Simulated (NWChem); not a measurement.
System: CH$_{3}$BrOSi, singlet; SMILES CO[Si]Br

Input file for NWChem:

```
start job
memory heap 200 mb stack 900 mb global 1100 mb
geometry units angstroms noautosym nocenter noautoz
  Si     1.228138    -0.601456    -0.000612
  Br    -0.175827     1.245240     0.000642
  O      0.163985    -1.883298    -0.000047
  C     -1.242785    -2.069111     0.001600
  H     -1.782438    -1.098161    -0.002151
  H     -1.532725    -2.654696    -0.895144
  H     -1.531859    -2.646933     0.903660
end
basis spherical
  Si library 6-31g*
  Br library 6-31g*
  O library 6-31g*
  C library 6-31g*
  H library 6-31g*
end
dft
  xc pbe0
  iterations 150
end
cosmo
  do_cosmo_smd true
  solvent propanol
end
task dft energy
```

NWChem printed, in part:

```
             Northwest Computational Chemistry Package (NWChem) 7.3.0
             --------------------------------------------------------

                             Geometry "geometry" -> ""
                             -------------------------

 Output coordinates in angstroms (scale by  1.889725989 to convert to a.u.)

  No.       Tag          Charge          X              Y              Z
 ---- ---------------- ---------- -------------- -------------- --------------
    1 Si                  14.0000     1.22813800    -0.60145600    -0.00061200
    2 Br                  35.0000    -0.17582700     1.24524000     0.00064200
    3 O                    8.0000     0.16398500    -1.88329800    -0.00004700
    4 C                    6.0000    -1.24278500    -2.06911100     0.00160000
    5 H                    1.0000    -1.78243800    -1.09816100    -0.00215100
    6 H                    1.0000    -1.53272500    -2.65469600    -0.89514400
    7 H                    1.0000    -1.53185900    -2.64693300     0.90366000

 Effective nuclear repulsion energy (a.u.)     297.1790011001

                                 NWChem DFT Module
                                 -----------------

 Summary of "ao basis" -> "ao basis" (spherical)
 ------------------------------------------------------------------------------
       Tag                 Description            Shells   Functions and Types
 ---------------- ------------------------------  ------  ---------------------
 Si                          6-31g*                  8       18   4s3p1d
 Br                          6-31g*                 12       32   5s4p3d
 O                           6-31g*                  6       14   3s2p1d
 C                           6-31g*                  6       14   3s2p1d
 H                           6-31g*                  2        2   2s

 in cosmo_initialize ...
 calling solv_data for solv:propanol

 solvent parameters
 solvname_short: propanol
 solvname_long:  1-propanol
 dielec:       20.5240
 dielecinf:     1.9182
 nonaqueous SMD model solvent descriptors
 dielec:       20.5240
 sola:          0.3700
 solb:          0.4800
 solc:          0.0000
 solg:         33.5700
 solh:          0.0000
 soln:          1.3850

          ---------------
          -cosmo- solvent
          ---------------
 Cosmo: York-Karplus, doi: 10.1021/jp992097l
 dielectric constant -eps-     =  20.52
 screen = (eps-1)/(eps    )    =   0.95128
 surface charge correction     = lagrangian

   van der Waals surface
 --------------------------

 ---------- ATOMIC COORDINATES (A.U.) ------------ VDWR(ANG.) --
     1    2.32084430   -1.13658703   -0.00115651     2.470
     2   -0.33226485    2.35316239    0.00121320     3.060
     3    0.30988672   -3.55891717   -0.00008882     1.628
     4   -2.34852311   -3.91005283    0.00302356     1.850
     5   -3.36831941   -2.07522338   -0.00406480     1.200
     6   -2.89643027   -5.01664802   -1.69157688     1.200
     7   -2.89479376   -5.00197808    1.70766979     1.200
 number of segments per atom =        128
 number of   points per atom =        128
 atom (   nspa,  nppa )
 ----------------------
    1 (     68,     0 )       0
    2 (    100,     0 )       0
    3 (     30,     0 )       0
    4 (     59,     0 )       0
    5 (     26,     0 )       0
    6 (     55,     0 )       0
    7 (     55,     0 )       0
 number of -cosmo- surface points =      393
 molecular surface =    162.024 angstrom**2
 molecular volume  =    168.143 angstrom**3
 -lineq- algorithm             =   0
 -bem- low  level              =   3
 -bem- from -octahedral-
 gaussian surface charge width =   4.50000
 degree of switching           =   1.00000
 switching function tolerance  =   0.00010
 atomic radii =
 --------------
    1 14.000  2.470
    2 35.000  3.060
    3  8.000  1.628
    4  6.000  1.850
    5  1.000  1.200
    6  1.000  1.200
    7  1.000  1.200
 ...... end of -cosmo- initialization ......

 nat:                     7
 ixmem:                  2814
 calling mnsol_interface()
 G(SMD-CDS) energy (kcal/mol)  =    -1.177
 SMD-CDS SASA (angstrom**2)    =   143.698

[...]

                                COSMO-SMD solvation results
                                ---------------------------

             internal energy in gas <Psi(g)|H|Psi(g)> =     -2977.954349349183
         internal energy in solvent <Psi(s)|H|Psi(s)> =     -2977.953907544591
                               delta internal energy  =         0.000441804592 (    0.28 kcal/mol)
   total free energy in solvent <Psi(s)|H+V/2|Psi(s)> =     -2977.958661153233
 polarization energy contribution <Psi(s)|V/2|Psi(s)> =        -0.004753608642 (   -2.98 kcal/mol)
    total free energy in solvent including G(SMD-CDS) =     -2977.960537070332
                       G(SMD-CDS) energy contribution =        -0.001875917099 (   -1.18 kcal/mol)
     1 M fixed-concentration free energy of solvation =        -0.006187721149 (   -3.88 kcal/mol)

                       DFT Final Molecular Orbital Analysis
                       ------------------------------------

 Vector   31  Occ=2.000000D+00  E=-3.113929D-01
              MO Center= -1.5D-02,  9.6D-01,  9.6D-04, r^2= 2.4D+00
   Bfn.  Coefficient  Atom+Function         Bfn.  Coefficient  Atom+Function
  ----- ------------  ---------------      ----- ------------  ---------------
    30      0.602882  2 Br py                29      0.406037  2 Br px
    34      0.276539  2 Br py                26     -0.271107  2 Br py
    25     -0.183708  2 Br px                33      0.182864  2 Br px
    54      0.146056  3 O  py                 7      0.119761  1 Si px
    58      0.107938  3 O  py                 6      0.101087  1 Si s

 Vector   32  Occ=2.000000D+00  E=-3.101403D-01
              MO Center= -1.8D-01,  4.6D-01,  3.9D-04, r^2= 3.4D+00
   Bfn.  Coefficient  Atom+Function         Bfn.  Coefficient  Atom+Function
  ----- ------------  ---------------      ----- ------------  ---------------
    31      0.666456  2 Br pz                35      0.323736  2 Br pz
    27     -0.301421  2 Br pz                55     -0.274276  3 O  pz
    59     -0.226247  3 O  pz                69      0.109570  4 C  pz
    23      0.090398  2 Br pz                81     -0.074669  6 H  s
    83      0.075039  7 H  s                 84      0.072215  7 H  s

 Vector   33  Occ=2.000000D+00  E=-2.738521D-01
              MO Center=  9.8D-01, -3.9D-02, -4.4D-04, r^2= 3.7D+00
   Bfn.  Coefficient  Atom+Function         Bfn.  Coefficient  Atom+Function
  ----- ------------  ---------------      ----- ------------  ---------------
    29      0.481804  2 Br px                10     -0.432387  1 Si s
     6     -0.404569  1 Si s                  7     -0.321446  1 Si px
    33      0.256222  2 Br px                25     -0.215214  2 Br px
     2      0.182869  1 Si s                 30     -0.163706  2 Br py
    56      0.161442  3 O  s                  3      0.124725  1 Si px

 Vector   34  Occ=0.000000D+00  E=-7.454552D-02
              MO Center=  1.1D+00, -5.8D-01, -2.9D-04, r^2= 3.1D+00
   Bfn.  Coefficient  Atom+Function         Bfn.  Coefficient  Atom+Function
  ----- ------------  ---------------      ----- ------------  ---------------
     9      0.591957  1 Si pz                13      0.542358  1 Si pz
    59     -0.251272  3 O  pz                55     -0.246939  3 O  pz
    31     -0.225966  2 Br pz                 5     -0.210905  1 Si pz
    35     -0.180109  2 Br pz                27      0.097992  2 Br pz
    84      0.081059  7 H  s                 82     -0.080469  6 H  s

 Vector   35  Occ=0.000000D+00  E= 2.853410D-03
              MO Center=  1.1D+00, -4.4D-01, -5.3D-04, r^2= 4.7D+00
   Bfn.  Coefficient  Atom+Function         Bfn.  Coefficient  Atom+Function
  ----- ------------  ---------------      ----- ------------  ---------------
    12      0.868353  1 Si py                32     -0.606825  2 Br s
     8      0.505117  1 Si py                34      0.494770  2 Br py
    11     -0.479676  1 Si px                10      0.473064  1 Si s
    33     -0.414280  2 Br px                56      0.294834  3 O  s
    29     -0.238403  2 Br px                28      0.230877  2 Br s

 Vector   36  Occ=0.000000D+00  E= 3.814277D-02
              MO Center=  9.1D-01, -5.0D-01, -4.1D-04, r^2= 4.5D+00
   Bfn.  Coefficient  Atom+Function         Bfn.  Coefficient  Atom+Function
  ----- ------------  ---------------      ----- ------------  ---------------
    11      0.876210  1 Si px                56      0.725117  3 O  s
    10     -0.644356  1 Si s                 12      0.451728  1 Si py
    34     -0.387775  2 Br py                 7      0.356313  1 Si px
    58      0.214389  3 O  py                32      0.212746  2 Br s
     6     -0.210225  1 Si s                 30     -0.210354  2 Br py

     Multipole analysis of the density
     ---------------------------------

     L   x y z        total         alpha         beta         nuclear
     -   - - -        -----         -----         ----         -------
     0   0 0 0     -0.000000    -33.000000    -33.000000     66.000000

     1   1 0 0     -0.386374     -0.238668     -0.238668      0.090962
     1   0 1 0     -0.921670     -1.672316     -1.672316      2.422961
     1   0 0 1      0.000922     -0.027404     -0.027404      0.055730

     2   2 0 0    -31.240064    -86.244418    -86.244418    141.248771
     2   1 1 0      2.828515     -7.575216     -7.575216     17.978947
     2   1 0 1     -0.000832      0.061903      0.061903     -0.124637
     2   0 2 0    -32.948544   -246.196767   -246.196767    459.444989
     2   0 1 1     -0.005198     -0.003935     -0.003935      0.002672
     2   0 0 2    -31.051326    -18.414518    -18.414518      5.777710
```

Level: PBE0/6-31G* (spherical d), SMD on the gas-phase geometry. Low-valent species are run as closed-shell singlets; no triplet was tried in these runs. All runs use the structure optimised with PBE-D3(BJ)/def2-SVP. Solvent: 1-propanol.
